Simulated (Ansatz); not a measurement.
Abridged output of a molecular run in Ansatz:

```
Functional definition: HF
2073 factors; integrals over basis functions are off by at most 9.8e-4 eV
mean field evaluation 1: about -27103.9292 eV, gradient 4.9e1 eV
mean field evaluation 2: about -27104.3288 eV, gradient 5.0e1 eV
mean field evaluation 4: about -27109.5126 eV, gradient 5.0e0 eV
mean field evaluation 8: about -27109.5928 eV, gradient 2.8e-1 eV
mean field -27109.59315293 eV, -996.2591728278 hartree, gradient 2.6e-6 eV, S^2 0.000000; 0 other end points of the search recorded, 0 dependent functions left out
15 core orbitals not correlated: weight in the atoms' cores, before any rotation towards them, 1.000 or more for the frozen orbitals, at most 0.000 for the correlated occupied ones
reference -27109.59315293 eV, -996.2591728278 hartree; 21, 21 occupied and 315, 315 virtual orbitals, 2073 factors
second order -33.98318995 eV of doubles, -0.00000000 eV of singles
cycle   1  -34.63272869 eV  change   -6.5e-1 eV  update   1.2e-1
cycle   2  -35.40878730 eV  change   -7.8e-1 eV  update   3.4e-2
cycle   3  -35.57585692 eV  change   -1.7e-1 eV  update   1.7e-2
cycle   4  -35.56380979 eV  change    1.2e-2 eV  update   4.4e-3
cycle   5  -35.56273649 eV  change    1.1e-3 eV  update   2.1e-3
cycle   6  -35.56394221 eV  change   -1.2e-3 eV  update   5.8e-4
cycle   7  -35.56378999 eV  change    1.5e-4 eV  update   2.6e-4
cycle   8  -35.56368897 eV  change    1.0e-4 eV  update   8.0e-5
cycle   9  -35.56371732 eV  change   -2.8e-5 eV  update   3.5e-5
perturbative correction -1.48070267 eV, -0.0544148195 hartree
Total energy: -27146.63757292 eV, -997.6205301529 hartree
```

Its atoms:

```xyz
15

C    -1.106   -0.339    2.599
C    -0.124   -0.505    1.719
Si   -0.054    0.277    0.048
N     1.156    1.451   -0.214
Cl   -1.818    1.290   -0.300
O     0.146   -0.957   -0.993
C     0.243   -0.818   -2.395
H    -1.087   -0.810    3.578
H    -1.974    0.274    2.375
H     0.716   -1.139    2.001
H     0.965    2.423   -0.038
H     2.129    1.229   -0.076
H     0.675   -1.735   -2.798
H     0.880    0.029   -2.670
H    -0.747   -0.671   -2.835
```

Question: Which basis set was used?
A. cc-pV(D+d)Z
B. def2-TZVPPD
C. cc-pV(Q+d)Z
D. def2-TZVPP

Answer: D. It gives 351 functions.

Question: Write the keys of the input that set method, charge and spin (a neutral closed shell needs none for the last two).

Answer: 
```yaml
correlation: {method: ccsd_t}
```
